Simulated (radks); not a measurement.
Ionisation of neutral erbium, [Xe] 4f12 6s2, to [Xe] 4f12 6s1 as the strength of local exchange is varied. Calculated with a radial shooting solver on a logarithmic mesh with Libxc functionals: scalar-relativistic Kohn-Sham, Slater X-alpha exchange (alpha = 2/3 is LDA exchange), no correlation, spin-polarised, spherical densities, finite nucleus; open shells are filled with parallel spins first (spin-orbit coupling, left out, can overturn this in heavy ions); Fermi nuclear charge, rms radius 5.2516 fm.

alpha  E(Er) (hartree)  exchange (hartree)  IE (eV)  -e of the level emptied (eV)  <r> of it (bohr)
0.639      -13058.9957           -251.2781    5.203                    3.019 (6s)             4.125
0.667      -13070.0577           -262.5385    5.314                    3.135 (6s)             4.094
0.775      -13112.8236           -306.1606    5.762                    3.613 (6s)             3.976
0.778      -13114.0137           -307.3766    5.775                    3.627 (6s)             3.973
0.868      -13149.7740           -343.9649    6.172                    4.055 (6s)             3.878
0.974      -13192.0289           -387.3245    6.662                    4.589 (6s)             3.771
0.976      -13192.8276           -388.1454    6.671                    4.599 (6s)             3.769
1.011      -13206.8131           -402.5273    6.838                    4.782 (6s)             3.735

NIST Atomic Spectra Database: 6.108 eV (measured). The Delta-SCF value meets it near alpha = 0.85. Open shells are spherical and high-spin; term and fine-structure splittings are not resolved. Spin-orbit splitting is averaged out at the scalar-relativistic level.
